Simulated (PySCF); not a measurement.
A structure optimised at B3LYP-D3(BJ)/def2-SVP, used in a PySCF frequency run:

```xyz
13

C      0.2509     2.9610     0.0000
C     -0.2635     1.8631     0.0000
C     -0.8222     0.5206     0.0000
Si     0.5309    -0.8273     0.0000
C     -0.2721    -2.5323     0.0000
H      0.6958     3.9375     0.0000
H     -1.4652     0.3671    -0.8852
H     -1.4652     0.3671     0.8852
H      1.3800    -0.6480     1.2129
H      1.3800    -0.6480    -1.2129
H     -0.9043    -2.6708     0.8920
H      0.4913    -3.3267     0.0000
H     -0.9043    -2.6708    -0.8920
```
Charge 0, spin multiplicity 1.

### Question
Write its SMILES, formula and point group.

### Answer
C#CC[SiH2]C, C4H8Si, Cs

### Question
What are its rotational constants (standard atomic weights)?

### Answer
14.371, 1.7152, 1.5917 GHz
